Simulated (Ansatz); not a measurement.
Consider the redistribution: `N[SiH2][SiH2]N` + `N=C(N)[TeH]` → `N[SiH2][TeH]` + `N=C(N)[SiH2]N`.

Calculated with Ansatz (gas phase, PBE0-D4/def2-TZVP geometries, no zero-point term in ΔE). CCSD(T)/CBS is the MP2 limit (def2-TZVPP, def2-QZVPP) plus CCSD(T) − MP2 in def2-TZVPP, frozen cores. DFT in def2-TZVPP. def2 core potentials past Kr. For Te outer-core shells are correlated without core-valence functions, which leaves a few kJ/mol of doubt a bond. Each species was taken in one conformer, which may not be the lowest.

Problem. Is it downhill or uphill in electronic energy at CCSD(T)/CBS, and by how much? (Best estimate.)

Solution. Computed: Downhill: ΔE = -23.9 kcal/mol.

Problem. What do these levels give: PBE-D4, r2SCAN-D4, PBE0-D4, ωB97X-V, r2SCAN, PBE0, HF/def2-TZVPP, CCSD/def2-TZVPP, HF/def2-QZVPP, HF/CBS(def2), MP2/CBS(def2), CCSD/CBS(def2)? (An estimate is asked.)

Solution. Ansatz gave: PBE-D4 -20.5, r2SCAN-D4 -22.7, PBE0-D4 -22.8, ωB97X-V -23.6, r2SCAN -22.8, PBE0 -23.0, HF/def2-TZVPP -27.5, CCSD/def2-TZVPP -23.5, HF/def2-QZVPP -27.8, HF/CBS(def2) -27.8, MP2/CBS(def2) -25.2, CCSD/CBS(def2) -24.7 kcal/mol.

Largest T1 diagnostic among the species: 0.014.

From PBE to PBE0 (25 % exact exchange), in def2-TZVPP and without D4, ΔE moves by −2.2 kcal/mol. In def2-TZVPP, CCSD(T) changes the Hartree–Fock value by +4.9 kcal/mol (the triples alone add +0.8 kcal/mol) and MP2 by +3.5 kcal/mol.
